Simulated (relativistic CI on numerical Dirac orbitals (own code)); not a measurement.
# Spin-allowed bands of a d2 ion in an octahedral site, by hand

Problem. Take Δ = 19320 cm⁻¹ and B = 920 cm⁻¹ for a d2 ion in an octahedral site. Calculate the three spin-allowed bands.

Working.
1. The terms of highest spin are 3F (energy 0) and 3P (15B = 13800 cm⁻¹). Here the F term splits into A2 at +1.2Δ = 23184, T2 at +0.2Δ = 3864 and T1 at −0.6Δ = -11592 cm⁻¹.
2. The two T1 states mix through the element 0.4Δ: H = [[-11592, 7728], [7728, 13800]], with roots ½(H₁₁ + H₂₂) ∓ ½√[(H₂₂ − H₁₁)² + 4H₁₂²] = ½(2208) ∓ ½(29726) = -13759 and 15967 cm⁻¹.
3. The ground term is 3T1 at -13759 cm⁻¹.
4. Bands: 3T2 17623 cm⁻¹ (567 nm), 3T1(P) 29726 cm⁻¹ (336 nm), 3A2 36943 cm⁻¹ (271 nm).

Check. Exact diagonalisation of the whole d2 shell with these parameters gives 3T2 17623, 3T1 29726, 3A2 36943 cm⁻¹. The match is exact, since without spin-orbit coupling no other term has this spin. The ratio of the second band to the first, 1.687, depends on Δ/B = 21.0 alone, which is how a Tanabe-Sugano diagram is read.
